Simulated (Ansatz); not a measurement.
System: C₃H₁₀O₂Si (charge 0, singlet). 
Geometry from a B3LYP-D3(BJ)/def2-TZVP (Ansatz, a program for electronic structure) optimisation:
SMILES: OCCC[SiH2]O
```xyz
16

O      2.9185     0.4597     0.3388
C      1.6296     0.2461    -0.2356
C      0.9618    -0.8778     0.5344
C     -0.4104    -1.2720    -0.0325
Si    -1.7891    -0.0261     0.1528
O     -1.4746     1.2576    -0.8513
H      3.3356     1.2029    -0.1077
H      1.0244     1.1571    -0.1874
H      1.7183    -0.0339    -1.2936
H      1.6327    -1.7407     0.5193
H      0.8677    -0.5753     1.5809
H     -0.3235    -1.5397    -1.0912
H     -0.7612    -2.1787     0.4730
H     -1.8813     0.4335     1.5644
H     -3.0889    -0.6510    -0.2085
H     -2.1133     1.9735    -0.8865
```

Basis-set convergence of Hartree-Fock and CCSD correlation energies (hartree) with Ansatz. Correlated levels leave the core frozen unless marked. No spin-orbit coupling. Non-relativistic.

| basis | functions | E(HF) | E(corr, CCSD) |
|---|---|---|---|
| cc-pV(D+d)Z | 143 | -558.14340 | -0.97189 |
| cc-pV(T+d)Z | 329 | -558.24825 | -1.18564 |
| cc-pV(Q+d)Z | 639 | -558.27256 | -1.25459 |

Extrapolating the two largest sets (X = 3 and 4) as X^-3: E(corr) = (64·(-1.25459) - 27·(-1.18564))/37 = -1.3049 Eh, an estimate of the basis-set limit. The largest set recovers 96.1 % of it, the smallest 74.5 %.
